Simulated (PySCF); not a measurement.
3-cyanothiophene: 4 charge schemes on one density

Species: 3-cyanothiophene, C₅H₃NS.
Numbering: `[N:1]#[C:2][c:3]1[cH:4][cH:5][s:6][cH:7]1` (hydrogens: H8 on C4; H9 on C5; H10 on C7)

Density: PBE0/pcSseg-2 (PySCF); schemes: Mulliken, IAO, Hirshfeld and ESP-fitted. Isolated species at its PBE0-D3(BJ)/def2-TZVP geometry, gas phase.

Question: What partial charge does each atom carry?

Answer: In e:

| atom | environment | Mulliken | IAO | Hirshfeld | ESP-fitted |
| --- | --- | --- | --- | --- | --- |
| N1 | nitrile nitrogen | -0.137 | -0.245 | -0.225 | -0.443 |
| C2 | nitrile carbon | -0.052 | +0.144 | +0.075 | +0.305 |
| C3 | substituted aromatic carbon | +0.130 | -0.073 | -0.015 | +0.123 |
| C4 | aromatic CH carbon | -0.210 | -0.167 | -0.058 | -0.230 |
| C5 | aromatic CH next to a ring sulfur | -0.036 | -0.329 | -0.078 | -0.222 |
| S6 | thiophene-type sulfur | +0.159 | +0.421 | +0.152 | +0.113 |
| C7 | aromatic CH next to a ring sulfur | -0.100 | -0.314 | -0.066 | -0.289 |
| H8 | aromatic hydrogen | +0.054 | +0.181 | +0.071 | +0.194 |
| H9 | aromatic hydrogen | +0.086 | +0.187 | +0.068 | +0.216 |
| H10 | aromatic hydrogen | +0.105 | +0.195 | +0.074 | +0.233 |

Mean size of the charges over all atoms: ESP-fitted 0.237 e, IAO 0.225 e, Mulliken 0.107 e, Hirshfeld 0.088 e. Each set sums to the total charge, 0, to within 0.001 e. The ESP scheme is a least-squares fit of atom-centred charges to the potential on four shells outside the van der Waals surface, with the total charge fixed.

Lowest charge. The schemes don't all agree: Mulliken C4 (-0.210); IAO C5 (-0.329); Hirshfeld N1 (-0.225); ESP-fitted N1 (-0.443).

Highest charge. The schemes don't all agree: Mulliken S6 (+0.159); IAO S6 (+0.421); Hirshfeld S6 (+0.152); ESP-fitted C2 (+0.305).

Question: How closely do the schemes follow one another over all atoms?

Answer: Correlation coefficient and root-mean-square difference: IAO with Hirshfeld 0.89, 0.161 e; Hirshfeld with ESP-fitted 0.88, 0.168 e; IAO with ESP-fitted 0.83, 0.147 e; Mulliken with ESP-fitted 0.72, 0.186 e; Mulliken with IAO 0.71, 0.181 e; Mulliken with Hirshfeld 0.71, 0.085 e.

Question: How many electrons does the IAO scheme count on C7?

Answer: Z − q = 6 − (-0.314) = 6.314.

Question: Sum the charges by element, for elements with more than one atom.

Answer: 
```tsv
element	atoms	Mulliken	IAO	Hirshfeld	ESP-fitted
C	5	-0.267	-0.738	-0.141	-0.313
H	3	+0.245	+0.563	+0.213	+0.642
```

These values come from a run that also computed NMR shieldings. The run took 21 s on one thread of an AMD EPYC 9R45, no GPU, on a shared host, and the process peaked at 1.2 GiB of memory.
